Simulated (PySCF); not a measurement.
B3LYP has the VWN-RPA correlation part, as in Gaussian. 

Cartesian coordinates (Å):
SMILES: CN(C)S
```xyz
11

C      1.2415    -0.3139     0.0288
N     -0.0542     0.0205     0.6033
C     -1.1740    -0.4930    -0.1732
S     -0.2157     1.6321     1.1071
H      1.3892     0.1429    -0.9623
H      2.0336     0.0297     0.6903
H      1.3158    -1.3982    -0.0793
H     -1.2213    -0.0508    -1.1806
H     -1.0699    -1.5751    -0.2786
H     -2.1061    -0.2770     0.3442
H     -0.1642     2.2895    -0.0879
```
Charge 0, multiplicity 1.

Q: Predict the total energy, HOMO–LUMO gap and HOMO from B3LYP-D3(BJ)/def2-TZVP run with PySCF.

A: 
```json
{
 "total_energy": "-533.4420 Ha",
 "HOMO–LUMO gap": "6.77 eV",
 "HOMO": "-6.66 eV"
}
```
